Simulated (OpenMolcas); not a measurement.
## Tb2+: the spin-orbit constant, worked from levels

```yaml
Program: OpenMolcas 26.06
Basis: ANO-R2 [8s6p4d3f1g]
Scalar_Hamiltonian: X2C, finite nucleus
Active_space: 9 electrons in 12 orbitals (RAS2 4f; RAS3 5d, at most 1 electron)
State_averaging: 2S+1 = 6 odd, 21 roots; 2S+1 = 4 odd, 128 roots kept (CI in the orbitals of an earlier block, 108 in the spin-orbit step); 2S+1 = 2 odd, 130 roots kept (CI in the orbitals of an earlier block, 17 in the spin-orbit step); 2S+1 = 8 even, 35 roots; 2S+1 = 6 even, 113 roots kept (CI in the orbitals of an earlier block, 98 in the spin-orbit step); 2S+1 = 4 even, 117 roots kept (CI in the orbitals of an earlier block, 0 in the spin-orbit step); 2S+1 = 2 even, 116 roots kept (CI in the orbitals of an earlier block, 0 in the spin-orbit step)
Spin-orbit_coupling: state interaction with AMFI integrals over the reference wave functions, term energies averaged over their components
```

Methods: RASSCF; SS-RASPT2, IPEA 0.25 Eh, imaginary shift 0.1 Eh (closed shells correlated: 5s 5p). Measured levels: Martin, Zalubas and Hagan, Atomic Energy Levels: The Rare-Earth Elements, NSRDS-NBS 60 (1978).

**The spin-orbit constant.** For the Hund term ⁶H° of f9, E(J) = (A/2) J(J+1) + constant and ζ = -2S·A = -5A. From J = 5/2 to J = 15/2 the energy changes by 27.5 A.

```
   Source  E(15/2) - E(5/2)       A     ζ
   RASSCF           -8924.9  -324.5  1623
SS-RASPT2           -8890.1  -323.3  1616
 measured           -8285.9  -301.3  1507
```

All in cm-1. SS-RASPT2 is off by +7.3 % and RASSCF by +7.7 %. Both methods take the spin-orbit matrix elements from the reference wave functions, so the second can move ζ only through the term energies and any multistate remixing. Second-order mixing with other terms is absorbed into this ζ.

CASPT2 does not keep the components of a term degenerate, so their means are used; among the terms shown or strongly mixed into the levels shown the widest spread is 61 cm-1 (4f⁹ ⁶H°, SS-RASPT2). High states are left out of the spin-orbit mixing, which shifts the levels that they would mix with. Without dynamic correlation excited terms often stand tens of per cent too high (terms of higher spin than the ground term too low), and those without a measured partner can miss by more than the paired ones (holds for RASSCF). Each CASPT2 term energy is a mean over a sample of three components (holds for SS-RASPT2). Measured partners are found by configuration, term and J. A level has none where our copy of the source lacks it or the pairing is in doubt (some pairs that miss far off the trend of their configuration count as doubtful), and it then counts in no deviation. Only configurations of the active space appear.

° marks odd parity.
